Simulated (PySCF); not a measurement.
Cd(I)(OMe) (CH3CdIO), SMILES C[O][Cd][I].

Coordinates come from a r2SCAN-D4/def2-SVP optimisation. The structure was generated by enumeration; whether it is a known compound was not checked. The def2 effective core potentials stand for the cores of Cd, I; spin–orbit coupling is left out. Other conformers were not sampled.

Method: PBE/def2-TZVP (PySCF).

Symmetry labels are those of the subgroup Cs that the program uses (full group Cs).

Computed valence orbital energies around the gap with their symmetry:
```csv
orbital,symmetry,energy (eV)
HOMO−7,A',-10.65
HOMO−6,A",-10.38
HOMO−5,A',-9.98
HOMO−4,A',-8.36
HOMO−3,A",-6.66
HOMO−2,A',-6.66
HOMO−1,A',-6.45
HOMO,A",-5.90
LUMO,A',-2.82
LUMO+1,A',-1.27
LUMO+2,A",-1.16
LUMO+3,A',0.85
```
